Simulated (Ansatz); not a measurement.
`[OH][Al]([Br])[O][SiH3]` + `COC(N)O` → `NC(O)O[SiH3]` + `C[O][Al]([OH])[Br]`  (formal exchange of groups at the Si–O bond)

Program: Ansatz. Geometries: PBE0-D4/def2-TZVP. ΔE: electronic, gas phase. CBS: MP2 limit from def2 TZ/QZ plus the TZ coupled-cluster correction, frozen cores. DFT in def2-TZVPP. For Br outer-core shells are correlated without core-valence functions, which leaves a few kJ/mol of doubt a bond. Scalar relativity is left out up to krypton. One conformer a species, not always the lowest.

| level | ΔE (kcal/mol) |
| --- | --- |
| r2SCAN | 8.6 |
| HF/CBS(def2) | 10.1 |

Problem. What does CCSD(T)/CBS give? (Estimate.)

Solution. The calculation gave: +9.3 kcal/mol. The listed levels differ from it by -0.7, 0.8 kcal/mol.

Largest T1 diagnostic among the species: 0.011.
